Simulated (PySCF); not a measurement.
**`C(=C=C(SC)C#N)C#N`, C6H4N2S**

Geometry:
| atom | x (Å) | y (Å) | z (Å) |
| --- | --- | --- | --- |
| C1 | 2.187 | -0.145 | 0.199 |
| S2 | 1.825 | 1.613 | 0.299 |
| C3 | 0.094 | 1.597 | -0.067 |
| C4 | -0.609 | 0.529 | -0.388 |
| C5 | -1.295 | -0.549 | -0.698 |
| C6 | -1.910 | -1.384 | 0.287 |
| N7 | -2.401 | -2.082 | 1.071 |
| C8 | -0.538 | 2.881 | 0.009 |
| N9 | -1.028 | 3.929 | 0.072 |
| H10 | 2.012 | -0.532 | -0.814 |
| H11 | 1.594 | -0.712 | 0.931 |
| H12 | 3.254 | -0.242 | 0.444 |
| H13 | -1.419 | -0.851 | -1.748 |

Computed, not measured: PySCF 2.14.0, TDDFT CAM-B3LYP/aug-cc-pVDZ circular dichroism and optical rotation, one conformer, gas phase. Geometry: PBE0-D3(BJ)/def2-SVP.

No stereocentre is labelled: unless the shape is locked (an allene, a helicene, a hindered biaryl), the mirror image is equally populated and a measured rotation or CD is zero.

**Question.** What is the specific rotation at 633, 589.3, 546, 436, 405, 365, 355 nm?

**Answer.** [α] in deg dm⁻¹ (g/mL)⁻¹:
```
λ (nm)  origin-invariant length gauge  modified velocity gauge  length gauge (centre of mass)  isotropic polarisability (au)
   633                         +342.4                   +343.6                         +336.1                          113.6
 589.3                         +406.7                   +407.9                         +399.2                          114.4
   546                         +491.2                   +492.4                         +482.1                          115.5
   436                         +893.2                   +892.8                         +875.3                          120.2
   405                        +1102.3                  +1099.8                        +1079.3                          122.6
   365                        +1472.9                  +1460.7                        +1438.1                          127.1
   355                        +1563.9                  +1545.1                        +1524.2                          128.7
```

The shortest wavelength is close to the first absorption, where this undamped response comes out too large.

**Question.** And for the mirror image at 589.3 nm?

**Answer.** -406.7 deg dm⁻¹ (g/mL)⁻¹ (origin-invariant length gauge): the same size and the opposite sign.

**Question.** What is the molar rotation [Φ] = [α]·M/100 of the geometry above at 589.3 nm?

**Answer.** With M = 136.17 g/mol, +553.8 deg cm² dmol⁻¹ (origin-invariant length gauge).

The first excitation lies at 3.86 eV (321 nm) with R = -1.5 × 10⁻⁴⁰ esu² cm² (velocity form).
